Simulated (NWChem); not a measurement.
System: InSiH5; SMILES [InH2][SiH3]

Here is an NWChem input.

```
start job
memory heap 200 mb stack 900 mb global 1100 mb
geometry units angstroms noautoz
  In    -0.010766     0.697095     0.002667
  H      1.498330     1.561763    -0.006579
  H     -1.491699     1.608180    -0.009261
  Si    -0.016533    -1.891786     0.012009
  H      0.488021    -2.407464    -1.302584
  H     -1.378280    -2.472666     0.233397
  H      0.890430    -2.430011     1.076463
end
basis spherical
  In library def2-svp
  H library def2-svp
  Si library def2-svp
end
ecp
  In library def2-ecp
end
dft
  xc xtpss03 ctpss03
  iterations 150
  mulliken
end
task dft energy
```

NWChem printed, in part:

```
             Northwest Computational Chemistry Package (NWChem) 7.3.0
             --------------------------------------------------------

 C1  symmetry detected

                             Geometry "geometry" -> ""
                             -------------------------

 Output coordinates in angstroms (scale by  1.889725989 to convert to a.u.)

  No.       Tag          Charge          X              Y              Z
 ---- ---------------- ---------- -------------- -------------- --------------
    1 In                  49.0000    -0.00080404     0.64514838     0.00065629
    2 H                    1.0000     1.50680794     1.51241610    -0.00707633
    3 H                    1.0000    -1.48329692     1.55374232    -0.00659839
    4 Si                  14.0000    -0.00215510    -1.94375553     0.00094344
    5 H                    1.0000     0.50194994    -2.45397049    -1.31595143
    6 H                    1.0000    -1.36268746    -2.52772817     0.22166215
    7 H                    1.0000     0.90679569    -2.48415308     1.06259749

 Effective nuclear repulsion energy (a.u.)     213.0093966547

                                 NWChem DFT Module
                                 -----------------

 Summary of "ao basis" -> "ao basis" (spherical)
 ------------------------------------------------------------------------------
       Tag                 Description            Shells   Functions and Types
 ---------------- ------------------------------  ------  ---------------------
 In                         def2-svp                10       26   4s4p2d
 H                          def2-svp                 3        5   2s1p
 Si                         def2-svp                 8       18   4s3p1d

            General Information
            -------------------
          SCF calculation type: DFT
          Wavefunction type:  closed shell.
          No. of atoms     :     7
          No. of electrons :    40
           Alpha electrons :    20
            Beta electrons :    20
          Charge           :     0
          Spin multiplicity:     1
          Use of symmetry is: off; symmetry adaption is: off
          Maximum number of iterations: 150
          AO basis - number of functions:    69
                     number of shells:    33
          Convergence on energy requested:  1.00D-06
          Convergence on density requested:  1.00D-05
          Convergence on gradient requested:  5.00D-04

              XC Information
              --------------
                  TPSS metaGGA Exchange Functional  1.000
             TPSS03 metaGGA Correlation Functional  1.000

             Grid Information
             ----------------
          Grid used for XC integration:  medium
          Radial quadrature: Mura-Knowles
          Angular quadrature: Lebedev.
          Tag              B.-S. Rad. Rad. Pts. Rad. Cut. Ang. Pts.
          ---              ---------- --------- --------- ---------
          In                  1.55      123          10.0       590
          H                   0.35       45          12.0       434
          Si                  1.10       88          11.0       590
          Grid pruning is: on
          Number of quadrature shells:   436
          Spatial weights used:  Erf1

      Superposition of Atomic Density Guess
      -------------------------------------

 Sum of atomic energies:        -509.28524127

      Non-variational initial energy
      ------------------------------

 Total energy =    -480.774920
 1-e energy   =    -942.644731
 2-e energy   =     358.984766
 HOMO         =      -0.264979
 LUMO         =      -0.027924

     ---------------------------------------------
      Total Density - Mulliken Population Analysis
     ---------------------------------------------

    Atom       Charge   Shell Charges
 -----------   ------   -------------------------------------------------------
    1 In  21    20.40   2.60 -0.60  0.84  0.44  3.23  2.77  0.79  0.32  9.69  0.34
    2 H    1     1.22   0.68  0.53  0.01
    3 H    1     1.22   0.68  0.53  0.01
    4 Si  14    13.97   2.00  1.99  1.04  0.32  5.94  1.16  1.44  0.08
    5 H    1     1.06   0.69  0.36  0.01
    6 H    1     1.07   0.69  0.36  0.01
    7 H    1     1.06   0.69  0.36  0.01

   convergence    iter        energy       DeltaE   RMS-Dens  Diis-err
 ---------------- ----- ----------------- --------- --------- ---------
 d= 0,ls=0.0,diis     1   -482.4288051707 -5.85D+02  1.19D-02  1.17D-01
 d= 0,ls=0.0,diis     2   -482.4503789640 -2.16D-02  4.01D-03  1.53D-02
 d= 0,ls=0.0,diis     3   -482.4527810000 -2.40D-03  1.48D-03  6.77D-03
 d= 0,ls=0.0,diis     4   -482.4542041865 -1.42D-03  1.46D-04  6.52D-05
 d= 0,ls=0.0,diis     5   -482.4542119175 -7.73D-06  5.01D-05  4.25D-06
  Resetting Diis
 d= 0,ls=0.0,diis     6   -482.4542129589 -1.04D-06  1.21D-05  3.41D-07
 d= 0,ls=0.0,diis     7   -482.4542130183 -5.94D-08  3.32D-06  1.19D-08

         Total DFT energy =     -482.454213018288
      One electron energy =     -943.644812172726
           Coulomb energy =      397.676863272157
    Exchange-Corr. energy =      -39.371309827249
 Nuclear repulsion energy =      102.885045709531

 Numeric. integr. density =       39.999981225153

                       DFT Final Molecular Orbital Analysis
                       ------------------------------------

 Vector   18  Occ=2.000000D+00  E=-3.179354D-01
              MO Center= -3.9D-01, -2.2D+00,  2.2D-01, r^2= 2.4D+00
   Bfn.  Coefficient  Atom+Function         Bfn.  Coefficient  Atom+Function
  ----- ------------  ---------------      ----- ------------  ---------------
    60      0.366815  6 H  s                 44     -0.293322  4 Si px
    65     -0.239877  7 H  s                 47     -0.228968  4 Si px
    61      0.184011  6 H  s                 41      0.168662  4 Si px
    55     -0.126715  5 H  s                 66     -0.123089  7 H  s
    56     -0.066004  5 H  s                 11     -0.064060  1 In px

 Vector   19  Occ=2.000000D+00  E=-2.622365D-01
              MO Center= -6.6D-03,  1.2D+00,  2.9D-03, r^2= 3.5D+00
   Bfn.  Coefficient  Atom+Function         Bfn.  Coefficient  Atom+Function
  ----- ------------  ---------------      ----- ------------  ---------------
    11      0.344653  1 In px                27      0.312609  2 H  s
    32     -0.313703  3 H  s                 28      0.211799  2 H  s
    33     -0.212390  3 H  s                 17     -0.162153  1 In d -2
     8     -0.115821  1 In px                 5     -0.107732  1 In px
    14      0.106961  1 In px                60      0.074375  6 H  s

 Vector   20  Occ=2.000000D+00  E=-2.377877D-01
              MO Center=  2.7D-03, -4.6D-01,  8.1D-04, r^2= 4.2D+00
   Bfn.  Coefficient  Atom+Function         Bfn.  Coefficient  Atom+Function
  ----- ------------  ---------------      ----- ------------  ---------------
    12      0.361368  1 In py                45     -0.284989  4 Si py
    48     -0.279109  4 Si py                27      0.169409  2 H  s
    32      0.166692  3 H  s                 42      0.158094  4 Si py
    39     -0.137971  4 Si s                 28      0.128261  2 H  s
    33      0.126980  3 H  s                 21     -0.120633  1 In d  2

 Vector   21  Occ=0.000000D+00  E=-9.894035D-02
              MO Center= -5.9D-03,  4.1D-01,  8.3D-03, r^2= 4.4D+00
   Bfn.  Coefficient  Atom+Function         Bfn.  Coefficient  Atom+Function
  ----- ------------  ---------------      ----- ------------  ---------------
    13      0.563995  1 In pz                16      0.510872  1 In pz
    56      0.204345  5 H  s                 66     -0.170099  7 H  s
    49      0.154532  4 Si pz                10     -0.153120  1 In pz
     7     -0.141263  1 In pz                55      0.097298  5 H  s
    65     -0.079035  7 H  s                 51      0.073983  4 Si d -1

 Vector   22  Occ=0.000000D+00  E=-1.858840D-02
              MO Center= -7.8D-03,  3.2D-02, -3.5D-03, r^2= 5.7D+00
   Bfn.  Coefficient  Atom+Function         Bfn.  Coefficient  Atom+Function
  ----- ------------  ---------------      ----- ------------  ---------------
     4      1.158454  1 In s                 40     -0.825900  4 Si s
    48     -0.650928  4 Si py                 3      0.629428  1 In s
    33     -0.534700  3 H  s                 28     -0.527937  2 H  s
    15     -0.407042  1 In py                39     -0.370305  4 Si s
     1     -0.325248  1 In s                 32     -0.203382  3 H  s

 Vector   23  Occ=0.000000D+00  E= 2.866614D-03
              MO Center=  6.1D-02, -1.0D+00, -4.2D-02, r^2= 5.0D+00
   Bfn.  Coefficient  Atom+Function         Bfn.  Coefficient  Atom+Function
  ----- ------------  ---------------      ----- ------------  ---------------
    47      0.904530  4 Si px                61      0.812148  6 H  s
    14      0.541212  1 In px                66     -0.498711  7 H  s
    33      0.475264  3 H  s                 28     -0.434343  2 H  s
    56     -0.266759  5 H  s                 11      0.262186  1 In px
    60      0.191516  6 H  s                 17      0.177357  1 In d -2

     ---------------------------------------------
      Total Density - Mulliken Population Analysis
     ---------------------------------------------

    Atom       Charge   Shell Charges
 -----------   ------   -------------------------------------------------------
    1 In  21    20.70   2.60 -0.60  1.02  0.26  3.22  2.79  1.09  0.27  9.59  0.45
    2 H    1     1.11   0.68  0.42  0.01
    3 H    1     1.11   0.68  0.42  0.01
    4 Si  14    13.89   2.00  1.98  1.06  0.28  5.93  1.30  1.24  0.11
    5 H    1     1.06   0.74  0.31  0.01
    6 H    1     1.06   0.74  0.31  0.01
    7 H    1     1.06   0.74  0.31  0.01

     -------------------------------------------
      Total Density - Lowdin Population Analysis
     -------------------------------------------

[...]
```

Level: TPSS/def2-SVP with def2 effective core potentials on In. Geometry: optimised at PBE0/def2-SVP. def2 effective core potentials on In; no spin-orbit coupling.
